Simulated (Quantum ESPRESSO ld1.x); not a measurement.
The run below uses ld1.x (Quantum ESPRESSO 7.5).

```
 &input
    atom='Ti',
    iswitch=1,
    rel=2,
    dft='RXC-VWN',
    config='[Ar] 3d2',
    rel_dist='energy',
    verbosity='high',
    lsmall=.true.,
    prefix='ld1',
    max_out_wfc=37,
    file_charge='ld1.rho',
 /
```

Command: `OMP_NUM_THREADS=1 ld1.x < ld1.in > ld1.out`

It prints (banner and zero overlaps left out):

```
     Program LD1 v.7.5 starts

     --------------------------- All-electron run ----------------------------

     dirac relativistic calculation

     atomic number is 22.00
     dft =RXC-VWN   lsd =0 sic =0 latt =0  beta=0.20 tr2=1.0E-14
     Exchange-correlation= RXC-VWN
                           (   3   2   0   0   0   0   0)
     mesh =1963 r(mesh) =  99.97874 a.u. xmin = -8.00 dx = 0.00800
     1 Ry =  13.60569312 eV, c = 137.03599908

     n l j   nl                  e(Ry)          e(Ha)          e(eV)
     Spin orbit split results
     1 0 0.5 1S 1( 2.00)    -357.246977950    -178.623488975  -4860.5927511
     2 0 0.5 2S 1( 2.00)     -40.455577341     -20.227788670   -550.4261704
     2 1 0.5 2P 1( 2.00)     -34.051232015     -17.025616007   -463.2906133
     2 1 1.5 2P 1( 4.00)     -33.629310197     -16.814655098   -457.5500745
     3 0 0.5 3S 1( 2.00)      -5.743424478      -2.871712239    -78.1432709
     3 1 0.5 3P 1( 2.00)      -4.054938884      -2.027469442    -55.1702541
     3 1 1.5 3P 1( 4.00)      -4.006085043      -2.003042522    -54.5055637
     3 2 1.5 3D 1( 2.00)      -1.467177146      -0.733588573    -19.9619620
     3 2 2.5 3D 1( 0.00)      -1.463328066      -0.731664033    -19.9095926
     Averaged results
     1 0     1S 1( 2.00)    -357.246977950    -178.623488975  -4860.5927511
     2 0     2S 1( 2.00)     -40.455577341     -20.227788670   -550.4261704
     2 1     2P 1( 6.00)     -33.769950803     -16.884975401   -459.4635874
     3 0     3S 1( 2.00)      -5.743424478      -2.871712239    -78.1432709
     3 1     3P 1( 6.00)      -4.022369657      -2.011184828    -54.7271272
     3 2     3D 1( 2.00)      -1.464867698      -0.732433849    -19.9305404

     final scf error:  6.0E-15 reached in  40 iterations

     Etot =   -1700.763865 Ry,    -850.381933 Ha,  -23140.071227 eV

     Ekin =    1714.143072 Ry,     857.071536 Ha,   23322.104610 eV
     Encl =   -4025.399829 Ry,   -2012.699915 Ha,  -54768.354773 eV
     Eh   =     688.724311 Ry,     344.362156 Ha,    9370.571623 eV
     Exc  =     -78.231420 Ry,     -39.115710 Ha,   -1064.392687 eV

     normalization and overlap integrals

     s(1S/1S) =  1.000000  <r> =   0.0698  <r2> =    0.0066  r(max) =   0.0458
     LC norm =  0.99383151 + SC norm =  0.00616849 =  1.00000000
     s(2S/2S) =  1.000000  <r> =   0.3260  <r2> =    0.1258  r(max) =   0.2706
     LC norm =  0.99892770 + SC norm =  0.00107230 =  1.00000000
     s(2P/2P) =  1.000000  <r> =   0.2886  <r2> =    0.1029  r(max) =   0.2180
     LC norm =  0.99894398 + SC norm =  0.00105602 =  1.00000000
     s(2P/2P) =  1.000000  <r> =   0.2913  <r2> =    0.1047  r(max) =   0.2198
     LC norm =  0.99895511 + SC norm =  0.00104489 =  1.00000000
     s(3S/3S) =  1.000000  <r> =   1.0093  <r2> =    1.1761  r(max) =   0.8702
     LC norm =  0.99977734 + SC norm =  0.00022266 =  1.00000000
     s(3P/3P) =  1.000000  <r> =   1.0793  <r2> =    1.3724  r(max) =   0.8985
     LC norm =  0.99980803 + SC norm =  0.00019197 =  1.00000000
     s(3P/3P) =  1.000000  <r> =   1.0875  <r2> =    1.3931  r(max) =   0.9057
     LC norm =  0.99981036 + SC norm =  0.00018964 =  1.00000000
     s(3D/3D) =  1.000000  <r> =   1.4243  <r2> =    2.5858  r(max) =   0.9656
     LC norm =  0.99989021 + SC norm =  0.00010979 =  1.00000000
     s(3D/3D) =  1.000000  <r> =   1.4277  <r2> =    2.5979  r(max) =   0.9656
     LC norm =  0.99989066 + SC norm =  0.00010934 =  1.00000000

     LC charge = 19.97741937 + SC charge =  0.02258063 = 20.00000000

     ------------------------ End of All-electron run ------------------------
```

Run on one thread of a shared host, so times are rough (Intel(R) Xeon(R) Processor @ 2.60GHz): 0.56 s of CPU time, 1.4 s wall, 40 iterations on 1963 mesh points.
